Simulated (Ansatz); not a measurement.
C₃H₈Cl₂FHfN, SMILES `CC(C)[NH][Hf]([F])([Cl])[Cl]`. Total charge 0; spin multiplicity 1. Hf: def2 effective core potential.

Z-matrix (Å, degrees):
```
Hf
Cl 1 2.346
N 1 1.999 2 105.8
F 1 1.901 2 112.6 3 -119.3
Cl 1 2.356 2 111.7 3 118.5
C 1 3.161 2 125.4 3 -5.3
H 1 2.625 2 86.1 3 4.3
C 6 1.519 1 81.4 2 -167.4
C 6 1.520 1 123.2 2 -57.3
H 6 1.099 1 119.9 2 86.9
H 8 1.091 6 110.7 1 -178.4
H 8 1.095 6 111.3 1 -59.2
H 8 1.095 6 111.0 1 62.3
H 9 1.093 6 110.3 1 -33.7
H 9 1.093 6 110.8 1 -153.9
H 9 1.093 6 111.1 1 86.2
```

(1) What are the harmonic wavenumbers in cm⁻¹ at PBE0-D4/def2-TZVP (Ansatz, finite differences of forces, unscaled)? (An estimate is asked.)

(2) Is this a minimum?

(3) Give the ideal-gas thermochemistry at 298.15 K and 1 bar (rigid rotor, harmonic oscillator; point group C1, symmetry number 1).

(4) And at 400, 500, 600, 800 and 1000 K?

Answers

(1) Ansatz gave: 37, 49, 77, 93, 116, 129, 142, 161, 248, 282, 327, 367, 377, 390, 456, 531, 603, 640, 854, 928, 958, 1016, 1096, 1160, 1207, 1289, 1356, 1385, 1403, 1419, 1479, 1483, 1496, 1504, 3003, 3037, 3044, 3109, 3122, 3126, 3135, 3531.

(2) Yes, all 42 modes are real.

(3) Zero-point energy 300.0 kJ/mol; H(298) − E = 334.3 kJ/mol; entropy 477.9 J/(mol·K), of which translation 181.0, rotation 129.8, vibration 167.0; G(298) − E = 191.8 kJ/mol. Modes under 100 cm⁻¹ are hindered rotations or soft bends, so the harmonic entropy is rough.

(4) 
```
T (K)  H − E (kJ/mol)  S (J/mol/K)  G − E (kJ/mol)
  400           353.3        532.4           140.3
  500           374.6        579.8            84.7
  600           398.0        622.4            24.5
  800           450.0        697.1          -107.6
 1000           507.3        760.9          -253.6
```
